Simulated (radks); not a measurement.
Hg2+, configuration [Xe] 4f14 5d10. All-electron calculation, scalar-relativistic Kohn-Sham, LDA (Slater exchange, Perdew-Wang correlation), spin-polarised, spherical densities, finite nucleus; Fermi nuclear charge, rms radius 5.4648 fm. Program: a radial shooting solver on a logarithmic mesh with Libxc functionals.

Normalised radial functions P(r) = r R(r), r in bohr:

r              5p       5d
0.001476   0.0049   0.0000
0.002255   0.0098   0.0001
0.003445   0.0195   0.0002
0.005307   0.0387   0.0008
0.008109   0.0735   0.0024
0.01239    0.1320   0.0071
0.01909    0.2165   0.0208
0.02917    0.2940   0.0546
0.04457    0.2757   0.1259
0.06865    0.0358   0.2374
0.1049    -0.3391   0.3044
0.1603    -0.3463   0.1462
0.2469     0.3177  -0.2705
0.3773     0.5753  -0.4295
0.5765    -0.3716   0.0919
0.8881    -1.1506   0.7812
1.357     -0.7742   0.8797
2.074     -0.2084   0.5207
3.194     -0.0185   0.1631
4.881     -0.0004   0.0219

5p: eigenvalue -86.113 eV, 3 radial nodes at r = 0.0716, 0.207, 0.505 bohr, <r> = 1.04 bohr, 90 % of the charge inside 1.51 bohr. 5d: eigenvalue -29.076 eV, 2 radial nodes at r = 0.189, 0.547 bohr, <r> = 1.44 bohr, 90 % of the charge inside 2.22 bohr.
